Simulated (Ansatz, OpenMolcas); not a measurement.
Exact exchange and the vertical energy of the triplet above the singlet of CHBrF2 (bromodifluoromethane)

CHBrF2: 5 atoms, total charge 0, spin state singlet. SMILES: `FC(F)Br`. The coordinates come from a PBE0-D4/def2-TZVP relaxation.

The vertical energy of the triplet above the singlet y, in eV, basis aug-cc-pVDZ; a is the functional's share of exact exchange. Programs: Ansatz 0.2.0, OpenMolcas 26.06.

```
functional     program     a  y (eV)
    revPBE      Ansatz     0    5.86
      TPSS  OpenMolcas     0    5.91
     B3LYP      Ansatz   0.2    5.92
      PBE0      Ansatz  0.25       ?
     BHLYP      Ansatz   0.5    5.87
```

Problem. Fit y = c + s·a to the known rows and predict PBE0.

Solution. 
1. Means of the 4 rows: a = 0.1750, y = 5.890.
2. Σ(Δa)² = 0.1675, Σ(Δa·Δy) = -0.004, so the slope is -0.004/0.1675 = -0.023881.
3. Intercept: 5.890 − (-0.023881) × 0.1750 = 5.894. The largest residual of the fit is 0.034.
4. PBE0: 5.894 + (-0.023881) × 0.25 = 5.89 eV.

The run gave 5.91 eV, so the prediction is off by -0.02 eV, within the largest residual. The slope is small against the scatter, so the share of exact exchange doesn't decide this property here. Spin-orbit coupling is left out.
